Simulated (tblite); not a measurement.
C5H4ClFN (doublet state).
Numbering: `[N:1]=[CH:2]/[CH:3]=[CH:4]/[C:5]([F:6])=[CH:7]/[Cl:8]` (hydrogens: H9 on C2; H10 on C3; H11 on C4; H12 on C7)
Bond orders are those of one Lewis drawing.

Computed with GFN2-xTB (tblite), gas phase: L-BFGS steps from a force-field or distance-geometry start until the largest atomic force falls under 0.01 eV/Å.

Step 5: E = -674.6063 eV
```
atom  x, y, z in Å  |  force x, y, z in eV/Å
N1     -3.5670   -0.6362    0.2814   -0.028   0.097  -0.058
C2     -2.5367   -0.0391   -0.0270   -0.159  -0.077   0.041
C3     -1.1831   -0.4762    0.2770    0.199  -0.068   0.055
C4     -0.0896    0.2115   -0.0833   -0.080   0.067  -0.049
C5      1.2579   -0.2010    0.2052    0.126  -0.052   0.032
F6      1.3915   -1.3586    0.8810   -0.060   0.005   0.000
C7      2.3597    0.4783   -0.1489    0.048   0.045  -0.021
Cl8     3.9523   -0.0320    0.2088   -0.079  -0.034   0.013
H9     -2.5923    0.9117   -0.5803    0.026  -0.021   0.011
H10    -1.1103   -1.4051    0.8228    0.034  -0.029   0.013
H11    -0.1854    1.1387   -0.6274    0.063   0.067  -0.036
H12     2.3041    1.4073   -0.6912   -0.090   0.000  -0.002
```

Step 6: E = -674.6083 eV
```
atom  x, y, z in Å  |  force x, y, z in eV/Å
N1     -3.5694   -0.6311    0.2783   -0.204  -0.056   0.026
C2     -2.5359   -0.0438   -0.0238    0.044   0.110  -0.064
C3     -1.1784   -0.4765    0.2775    0.066  -0.062   0.048
C4     -0.0879    0.2132   -0.0841   -0.073   0.048  -0.041
C5      1.2585   -0.2009    0.2045    0.130  -0.012   0.017
F6      1.3890   -1.3570    0.8803   -0.041  -0.041   0.024
C7      2.3599    0.4792   -0.1491    0.036   0.015  -0.009
Cl8     3.9508   -0.0340    0.2097   -0.065  -0.021   0.008
H9     -2.5924    0.9083   -0.5786    0.050  -0.030   0.019
H10    -1.1102   -1.4051    0.8226    0.073  -0.052   0.028
H11    -0.1827    1.1398   -0.6279    0.048   0.083  -0.046
H12     2.2997    1.4073   -0.6913   -0.065   0.017  -0.010
```

Step 7: E = -674.6099 eV
```
atom  x, y, z in Å  |  force x, y, z in eV/Å
N1     -3.5745   -0.6281    0.2763   -0.021   0.005  -0.002
C2     -2.5345   -0.0461   -0.0222   -0.064   0.041  -0.030
C3     -1.1745   -0.4775    0.2784   -0.053  -0.034   0.025
C4     -0.0865    0.2150   -0.0853   -0.044   0.021  -0.024
C5      1.2604   -0.2007    0.2041    0.052   0.003   0.011
F6      1.3865   -1.3565    0.8802   -0.020  -0.047   0.026
C7      2.3605    0.4801   -0.1493    0.026   0.002  -0.005
Cl8     3.9488   -0.0359    0.2106   -0.028  -0.012   0.005
H9     -2.5916    0.9055   -0.5770    0.059  -0.019   0.014
H10    -1.1088   -1.4063    0.8231    0.097  -0.049   0.028
H11    -0.1798    1.1422   -0.6293    0.034   0.063  -0.034
H12     2.2952    1.4076   -0.6916   -0.039   0.025  -0.014
```

Task: Estimate the geometry and energy of step 8. (The exact step hangs on the optimiser's Hessian estimate; all steps are aligned on step 7, rigid shifts and turns removed.)

Result: E = -674.6108 eV, largest force 0.097 eV/Å
```
atom  x, y, z in Å  |  force x, y, z in eV/Å
N1     -3.5772   -0.6266    0.2754   -0.001   0.004  -0.001
C2     -2.5356   -0.0468   -0.0218   -0.016   0.010  -0.009
C3     -1.1735   -0.4785    0.2793   -0.070   0.005  -0.002
C4     -0.0866    0.2163   -0.0863   -0.015  -0.014   0.001
C5      1.2622   -0.2006    0.2042   -0.057   0.000   0.007
F6      1.3850   -1.3573    0.8807   -0.006  -0.017   0.010
C7      2.3614    0.4806   -0.1496    0.005   0.007  -0.009
Cl8     3.9472   -0.0370    0.2111    0.011  -0.009   0.005
H9     -2.5899    0.9043   -0.5763    0.056  -0.003   0.005
H10    -1.1062   -1.4081    0.8241    0.094  -0.020   0.013
H11    -0.1779    1.1447   -0.6306    0.023   0.023  -0.012
H12     2.2924    1.4082   -0.6920   -0.022   0.014  -0.007
```

The energy changes by -0.0009 eV. The first-order estimate −F·Δx gives -0.0013 eV and the mean of the old and new forces, exact on a quadratic surface, -0.0009 eV. The step makes an angle of 42° with the force vector and moves no atom by more than 0.003 Å.

The cost below is that of the whole relaxation. Hardware: one thread, Intel Xeon at 2.50 GHz (x86_64), no GPU (shared host). Cost: 0.32 s.
